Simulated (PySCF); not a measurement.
NICS in one family of compounds.

Probes without a nucleus sit at each ring's centroid and 1 Å off its mean plane on both sides; NICS is minus the shielding there, NICSzz its component along the normal. Level: GIAO PBE0/pcSseg-1 (PySCF, non-relativistic, gas phase) on the GFN2-xTB geometries, one conformer each. Atom numbers follow the mapped SMILES.

**Question.** Order these rings by mean NICS(1)zz, lowest (most negative) first (ppm).
A. ring C4–C5–C7–N8–N9 in `[CH3:1][CH2:2][CH2:3][c:4]1[c:5]([F:6])[cH:7][n:8][n:9]1[SiH3:10]`
B. ring C3–N4–N5–C7–C9 in `[CH3:1][CH2:2][c:3]1[n:4][n:5]([SiH3:6])[c:7]([CH3:8])[c:9]1[F:10]`
C. ring C2–C3–N4–N5–C7 in `[F:1][c:2]1[cH:3][n:4][n:5]([SiH3:6])[cH:7]1`

**Answer.** C (-29.2), A (-27.9), B (-26.1).

```json
{"SMILES": "Fc1cnn([SiH3])c1", "ring": "5-membered ring with 2 N; formal bonds all aromatic", "NICS(0)": "-14.2", "NICS(1)": "-11.5", "NICS(1)zz": "-29.2", "HOMA": "0.93", "rms pucker (Å)": "0.00", "ring atoms with four or more neighbours": "0"}
{"SMILES": "CCCc1c(F)cnn1[SiH3]", "ring": "5-membered ring with 2 N; formal bonds all aromatic", "NICS(0)": "-14.0", "NICS(1)": "-11.2", "NICS(1)zz": "-27.9", "HOMA": "0.93", "rms pucker (Å)": "0.00", "ring atoms with four or more neighbours": "0"}
{"SMILES": "CCc1nn([SiH3])c(C)c1F", "ring": "5-membered ring with 2 N; formal bonds all aromatic", "NICS(0)": "-13.6", "NICS(1)": "-11.0", "NICS(1)zz": "-26.1", "HOMA": "0.90", "rms pucker (Å)": "0.00", "ring atoms with four or more neighbours": "0"}
```

NICS(0) gives the same order. The isotropic NICS(1) gives the same order. HOMA uses Krygowski's 1993 parameters. NICS(1) and NICS(1)zz are means over the two faces.
